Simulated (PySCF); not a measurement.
Compound: Cl2Ge2H4.
Numbering: `[Cl:1][GeH:2]([Cl:3])[GeH3:4]` (hydrogens: H5 on Ge2; H6, H7, H8 on Ge4)

Geometry (PBE0-D3(BJ)/def2-SVP, Å), atoms numbered from 1 in this order:
```xyz
8
Cl2Ge2H4 angstrom
Cl     2.142   -1.328   -0.874
Ge     1.443    0.181    0.510
Cl     2.121    2.099   -0.228
Ge    -0.974    0.164    0.440
H      2.170   -0.059    1.842
H     -1.515    1.301    1.321
H     -1.483   -1.194    0.949
H     -1.382    0.376   -1.024
```

Level of theory: PBE0-D3(BJ)/def2-SVP geometry optimisation, gas phase in PySCF 2.14.0.

Masses are those of the commonest isotopes; rigid-rotor values at the optimised geometry. 

What are A, B and C (cm⁻¹)?

Ia = 253.28, Ib = 463.20, Ic = 641.62 u·Å²; 505379 MHz·u·Å²/I gives 1995, 1091 and 787.7 MHz, that is A = 0.06656, B = 0.03639, C = 0.02627 cm⁻¹.

What kind of rotor is it?

An asymmetric top: κ = (2 × 1091 − 1995 − 787.7)/(1995 − 787.7) = -0.50.

What does the inertial defect say?

Not planar: Δ = Ic − Ia − Ib = -74.87 u·Å². For a rigid frame Δ = −2 Σ m c², so Σ m c² = 37.44 u·Å² lies off the ab plane: 7.12 from hydrogen and 30.31 from heavier atoms. The atom farthest from that plane is 1.98 Å away.

Give the other two planar moments, Paa and Pbb, and the rms extents of the mass along the axes.

Paa = Σ m a² = (Ib + Ic − Ia)/2 = 425.77 and Pbb = Σ m b² = (Ia + Ic − Ib)/2 = 215.85 u·Å². With the mass M = 221.81 u, the rms extents √(P/M) along a, b and c are 1.39, 0.99, 0.41 Å.

Where do the levels up to J = 2 lie, in MHz?

Above 0(0,0):
J = 1: 1(0,1) 1879, 1(1,1) 2783, 1(1,0) 3086
J = 2: 2(0,2) 5572, 2(1,2) 6237, 2(1,1) 7147, 2(2,1) 9860, 2(2,0) 9924

Which types of transition are allowed, and where do some lines up to J = 2 fall?

The dipole components are |μa| = 2.20 D, |μb| = 0.02 D, |μc| = 1.20 D. The squared components, which scale the intensities, stand as 1.00 : 0.00 : 0.30 (a : b : c). Some of the stronger lines:

```tsv
type	branch	J(Ka,Kc)	MHz	lower level (cm⁻¹)
a	Q	1(1,0) ← 1(1,1)	303	0.093
c	Q	2(1,2) ← 2(0,2)	665	0.186
c	Q	1(1,1) ← 1(0,1)	904	0.063
a	Q	2(1,1) ← 2(1,2)	910	0.208
a	R	1(0,1) ← 0(0,0)	1879	0.000
c	Q	2(2,1) ← 2(1,1)	2713	0.238
c	R	1(1,0) ← 0(0,0)	3086	0.000
a	R	2(1,2) ← 1(1,1)	3454	0.093
a	R	2(0,2) ← 1(0,1)	3693	0.063
a	R	2(1,1) ← 1(1,0)	4061	0.103
c	R	2(1,1) ← 1(0,1)	5268	0.063
c	R	2(2,0) ← 1(1,0)	6838	0.103
c	R	2(2,1) ← 1(1,1)	7077	0.093
```

Stationary, but not proved a minimum. These are rigid-rotor constants of the computed structure; measured ground-state constants (B0) also hold zero-point vibration. A rigid rotor knows nothing of internal rotation, which can split or shift real lines. Quadrupole hyperfine structure (35Cl) is left out.

Hardware: one thread, Arm Neoverse V1 (aarch64), no GPU, shared host. Cost: 63 s, 0.52 GiB resident at most. That covers the optimisation of the geometry.
